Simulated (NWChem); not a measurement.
All runs are NWChem calculations. System: C4H3S, charge 0, spin multiplicity 2, at a geometry optimised with UPBE0/def2-SVP. The structure started from a generated list of species. Its SCF solution wasn't tested for a lower state. Level: G0W0@UPBE0/def2-TZVP, RI basis def2-tzvp-rifit.

Job file:

```
start mol
memory heap 200 mb stack 700 mb global 1700 mb
geometry units angstroms nocenter noautoz
  C      1.404122     0.429540     0.000000
  C      0.329505     1.251006     0.000000
  S     -1.103427     0.272563     0.000000
  C     -0.195307    -1.187834     0.000000
  C      1.159672    -0.960510     0.000000
  H      0.263543     2.337895     0.000000
  H     -0.713520    -2.147126     0.000000
  H      1.916850    -1.744982     0.000000
  symmetry group Cs
end
basis spherical
  * library def2-tzvp
end
basis "ri basis" bse spherical
  * library def2-tzvp-rifit
end
dft
  xc pbe0
  odft
  mult 2
  iterations 100
  direct
  tolerances tight
end
task dft energy
gw
  method cdgw
  states alpha occ 4 vir 2
  states beta occ 4 vir 2
end
task dft gw
```

Part of the output:

```
             Northwest Computational Chemistry Package (NWChem) 7.3.0
             --------------------------------------------------------

                                NWChem Input Module
                                -------------------

 Scaling coordinates for geometry "geometry" by  1.889725989
 (inverse scale =  0.529177249)

 Turning off AUTOSYM since
 SYMMETRY directive was detected!

                             Geometry "geometry" -> ""
                             -------------------------

 Output coordinates in angstroms (scale by  1.889725989 to convert to a.u.)

  No.       Tag          Charge          X              Y              Z
 ---- ---------------- ---------- -------------- -------------- --------------
    1 C                    6.0000     1.40412200     0.42954000     0.00000000
    2 C                    6.0000     0.32950500     1.25100600     0.00000000
    3 S                   16.0000    -1.10342700     0.27256300     0.00000000
    4 C                    6.0000    -0.19530700    -1.18783400     0.00000000
    5 C                    6.0000     1.15967200    -0.96051000     0.00000000
    6 H                    1.0000     0.26354300     2.33789500     0.00000000
    7 H                    1.0000    -0.71352000    -2.14712600     0.00000000
    8 H                    1.0000     1.91685000    -1.74498200     0.00000000

 Effective nuclear repulsion energy (a.u.)     192.9899556740

            Nuclear Dipole moment (a.u.)
            ----------------------------
        X                 Y               Z
 ---------------- ---------------- ----------------
    -0.0000132281     0.0000132281     0.0000000000

      Symmetry information
      --------------------

 Group name             Cs
 Group number              2
 Group order               2
 No. of unique centers     8

      Symmetry unique atoms

     1    2    3    4    5    6    7    8


 Summary of "ao basis" -> "" (spherical)
 ------------------------------------------------------------------------------
       Tag                 Description            Shells   Functions and Types
[...]
     0   0 0 0     -0.000000    -22.000000    -21.000000     43.000000

     1   1 0 0     -0.126195     -1.505055      1.378873     -0.000013
     1   0 1 0     -0.193532     -0.496690      0.303145      0.000013
     1   0 0 1     -0.000000     -0.000000     -0.000000      0.000000

     2   2 0 0    -26.861352    -99.114163    -86.703813    158.956624
     2   1 1 0     -0.525833      7.201021     10.871389    -18.598243
     2   1 0 1     -0.000000     -0.000000     -0.000000      0.000000
     2   0 2 0    -22.406323    -81.501932    -79.489586    138.585196
     2   0 1 1      0.000000      0.000000      0.000000      0.000000
     2   0 0 2    -29.251605    -14.962749    -14.288856      0.000000

 Task  times  cpu:       62.8s     wall:       62.8s

                                NWChem Input Module
                                -------------------

                                 NWChem GW Module
                                 ----------------

                             ***********************
                             ***        GW       ***
                             ***********************

 Summary of "ri basis" -> "ri basis" (spherical)
 ------------------------------------------------------------------------------
       Tag                 Description            Shells   Functions and Types
 ---------------- ------------------------------  ------  ---------------------
 C                      def2-tzvp-rifit             22       76   8s6p4d3f1g
 S                      def2-tzvp-rifit             29      113   9s7p6d5f2g
 H                      def2-tzvp-rifit              7       15   4s2p1d

                 Memory Information
                 ------------------
          Available GA per process is          1699.5 MBs
          Available stack per process is        700.0 MBs
          Available heap per process is           0.0 MBs

          Peak memory in Initialization
              Peak GA per process is                 31.7 MBs
              Peak stack per process is               0.4 MBs
              Peak heap per process is               32.0 MBs
              Memory not in MA per process            0.0 MBs

          Peak memory in CDGW Calculation
              Peak GA per process is                 34.9 MBs
              Peak stack per process is               3.3 MBs
              Peak heap per process is                5.2 MBs
              Memory not in MA per process            0.1 MBs

          Computing 2-center integrals
          Computing Inverse Cholesky factor
          Computing 3-center integrals
          Computing Vxc

          Computing Sigma_x
          Computing W(iw) on the imaginary grid
          Solving quasiparticle equations

                  Alpha Orbitals
          State     Energy (eV)     Error (eV)
          -----------------------------------
@GW        19        -12.197           0.001
@GW        20         -9.501           0.004
@GW        21         -9.304           0.004
@GW        22         -8.958           0.001
@GW        23          1.397           0.005
@GW        24          2.842           0.002

                   Beta Orbitals
          State     Energy (eV)     Error (eV)
          -----------------------------------
@GW        18        -12.366           0.003
@GW        19        -12.003           0.002
@GW        20         -9.150           0.004
@GW        21         -8.866           0.005
@GW        22         -0.926           0.004
@GW        23          1.444           0.002

     GW Timing Statistics
   ------------------------
   Init.   :          0.1s
     ERIs  :          2.2s
     Distr.:          0.0s
     Vxc   :          5.0s
   Vmo     :          0.0s
   iW      :          7.9s
   I_n     :          0.0s
   R_n     :          1.9s
   GW total:         17.1s

 Task  times  cpu:       17.1s     wall:       17.1s

 Total times  cpu:       79.9s     wall:       79.9s
```
